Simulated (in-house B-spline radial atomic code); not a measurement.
B97-1 excitations of Te V (Te4+)

Method: B97-1. Computed with a B-spline radial code for spherical atoms: linear response of the closed shell [Kr] 4d10 5s2 with the functional's adiabatic kernel; scalar-relativistic (spin-free one-electron X2C), finite nucleus, no spin-orbit coupling, no double excitations, S, P, D and F terms only; shells from n = 3 respond. Only terms of natural parity with L up to 3 were computed.

Command:
```bash
python run_td.py task.json out
```
Settings (radii: box in bohr, nucleus in fm):
```
Z                        52
electrons                48
configuration            [Kr] 4d10 5s2
hamiltonian              x2c
method                   b97_1
box_radius               19.1
rms_radius               4.7423
intervals                71
```

Time taken, with all properties: 3.7 s on 1 thread of Arm Neoverse N1, with other jobs on the host.

The lowest states, in the order of their Tamm-Dancoff energies; the method's threshold (minus the highest occupied level) is 54.06 eV. Labels give the largest channel, * marks a mixed state, and oscillator strengths are full-response dipole values. Semilocal kernels can invert the small singlet-triplet splittings of Rydberg terms. Energies in eV:

```
     state  full response  Tamm-Dancoff  oscillator strength
5s → 5p 3P         10.690        10.769                    -
5s → 5p 1P         13.831        14.357                  1.6
5s → 5d 3D         26.867        26.885                    -
5s → 5d 1D         27.195        27.217                    -
5s → 6s 3S              ?             ?                    -
5s → 6s 1S          30.22         30.25                    -
5s → 4f 3F          31.80         31.84                    -
5s → 4f 1F              ?             ?                    -
5s → 6p 3P          33.45         33.47                    -
5s → 6p 1P          33.97         34.01               0.0535
```

Q: Where does 5s → 6s 3S lie?

A: At 29.570 eV in full response, 29.584 eV in Tamm-Dancoff.

Q: Where does 5s → 4f 1F lie?

A: At 32.21 eV in full response, 32.21 eV in Tamm-Dancoff.

Q: How large is the singlet-triplet splitting of 5s → 5p (P terms) in Tamm-Dancoff?

A: 3.59 eV, from the unrounded values.

Q: What polarisabilities and dispersion coefficient does the method give?

A: Dipole 7.796 bohr³, quadrupole 17.48 bohr⁵, C6 32.55 hartree·bohr⁶ for two such species.
